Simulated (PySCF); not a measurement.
C₄H₁₂W, SMILES [CH3][W]([CH3])([CH3])[CH3], multiplicity 1.

The structure is a stationary point at PBE0-D3(BJ)/def2-SVP. The multiplicity is an assumed one; other spin states were not compared. The def2 effective core potentials stand for the cores of W; spin–orbit coupling is left out.

Computed with TDA-PBE/def2-SVPD (PySCF).

Vertical excitations; the highest root listed may be one member of a degenerate set. Gas-phase values at a fixed geometry. State labels are in the subgroup D2.

```csv
state,symmetry,energy (eV),λ (nm),f,main pairs
S1,A,0.64,1928,0.000,HOMO→LUMO 99 %
S2,B1,1.90,653,0.000,HOMO→LUMO+1 100 %
S3,A,2.43,511,0.000,HOMO→LUMO+4 100 %
S4,B2,2.50,496,0.022,HOMO→LUMO+2 (degenerate set)
S5,B3,2.50,496,0.022,HOMO→LUMO+3 (degenerate set)
S6,B2,3.42,362,0.007,HOMO→LUMO+5 100 %
T1,B1,1.51,820,0,HOMO→LUMO+1 100 %
T2,B3,1.89,656,0,HOMO→LUMO+3 100 %
```
Triplets are in the Tamm–Dancoff approximation.
